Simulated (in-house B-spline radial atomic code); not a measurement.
**Ionising Si XI (Si10+) with different functionals**

Computed with an all-electron radial atomic-structure program (B-spline basis): four-component Dirac-Coulomb Hamiltonian, Fermi nucleus of rms radius 3.1224 fm, spin-restricted, spherical fractional occupations for the functionals, and exact exchange of hybrids averaged over the configuration. The ionisation energy is the difference of two self-consistent energies, [He] 2s2 → [He] 2s1, without Breit or QED terms; ε is the level of the shell that loses the electron (mean over j).

```
   method                    rung  ΔSCF (eV)  -ε(2s) (eV)
    B97-1           global hybrid     476.24       458.42
BHandHLYP           global hybrid     474.98       463.77
    wB97X  range-separated hybrid          ?            ?
CAM-B3LYP  range-separated hybrid          ?            ?
```

What does wB97X give?

ΔSCF 476.16 eV, and -ε(2s) = 461.22 eV.

What does CAM-B3LYP give?

ΔSCF 476.32 eV, and -ε(2s) = 460.23 eV.

Among the functionals, which spreads more, the ΔSCF values or the orbital energies?

The orbital energies: ΔSCF values span about 1.34 eV and the orbital energies 5.34 eV.

How do they compare with the NIST value?

NIST lists 476.27 eV ± 0.019 (semi-empirical, ground level to ground level). Errors run from -1.29 to +0.05 eV; B97-1 is closest (-0.03 eV), though others lie within the uncertainty of it, and part of that can be cancellation, since the calculations leave out Breit-QED terms, spin polarisation, the near-degeneracy of s² and p².
